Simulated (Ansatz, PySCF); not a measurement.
The PySCF input:
```python
from pyscf import gto, scf, dft

mol = gto.Mole()
mol.atom = '''
    C     0.00175930   -0.00079138    0.33446282
    C     0.00804284   -0.00361788    1.52903105
    C    -0.00590540    0.00265640   -1.12268107
    H     0.03996787    1.03022063   -1.47944750
    H     0.85747672   -0.55120368   -1.48748952
    H    -0.92082503   -0.46849982   -1.47793980
'''
mol.basis = 'def2-svpd'
mol.spin = 1
mol.verbose = 4
mol.build()

mf = dft.UKS(mol)
mf.xc = 'b97m_v'
mf.grids.atom_grid = (99, 590)
mf.grids.prune = None
mf.kernel()
```

Question: Convert this to an input for Ansatz (an electronic-structure program).

Answer: Several could match; the one computed here: 
Ansatz 0.2 input:
```yaml
crystal:
  periodic: [false, false, false]
  atoms:
    - {symbol: C, position_ang: [0.00175930, -0.00079138, 0.33446282]}
    - {symbol: C, position_ang: [0.00804284, -0.00361788, 1.52903105]}
    - {symbol: C, position_ang: [-0.00590540, 0.00265640, -1.12268107]}
    - {symbol: H, position_ang: [0.03996787, 1.03022063, -1.47944750]}
    - {symbol: H, position_ang: [0.85747672, -0.55120368, -1.48748952]}
    - {symbol: H, position_ang: [-0.92082503, -0.46849982, -1.47793980]}
basis:
  gaussian:
    orbitals: def2-SVPD
hamiltonian:
  xc: {name: B97M-V}
magnetization: {spin_polarized: true, initial_magnetization: 1}
accuracy: high
```

Both were run: PySCF gave -115.844610 Eh and Ansatz -115.844610 Eh, 0.000 mEh apart.
